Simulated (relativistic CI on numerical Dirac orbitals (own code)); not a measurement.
# N⁵⁺: what numerical and physical settings do to a radial Dirac CI calculation

Reference input:

```
atom N  Z=7  charge=5  electrons=2
nucleus A=14  rms_radius_fm=2.5582
hamiltonian dirac-coulomb  breit=on  qed=on  c_scale=1
orbitals kli  potential=per-configuration
slater_scale 1
correlation none
mixing on
grid step=0.0125 r_max=14.3
scf mixing=0.4 start=green max_iterations=150 tolerance=2e-08 node_fill=0.05
configurations
  1s2
end
```

Computed lowest total energy -44.75740 Ha, 7 SCF steps. Runs with settings changed; * marks those that are bad on purpose (the QED terms keep the true α when c is scaled):

| Changed | Outcome | Lowest level | ΔE (Ha) | First excitation (cm⁻¹) | SCF steps | Message |
| --- | --- | --- | --- | --- | --- | --- |
| node fill of the KLI weights 0.2, iteration limit 30, end of the grid at 21.45 bohr | converged | 1s2 1S_0 | 1.42e-14 |  | 7 |  |
| speed of light × 10 | converged | 1s2 1S_0 | 0.0236 |  | 7 |  |
| SCF mixing 0.2, end of the grid at 42.9 bohr | converged | 1s2 1S_0 | 4.5e-12 |  | 8 |  |
| QED terms off, nuclear radius 2.814 fm | converged | 1s2 1S_0 | -0.00281 |  | 7 |  |
| speed of light × 0.4 * | converged | 1s2 1S_0 | -0.127 |  | 7 |  |
| grid step 0.002 * | refused |  |  |  | 0 | the grid has 8585 points, outside 40 to 4096 |
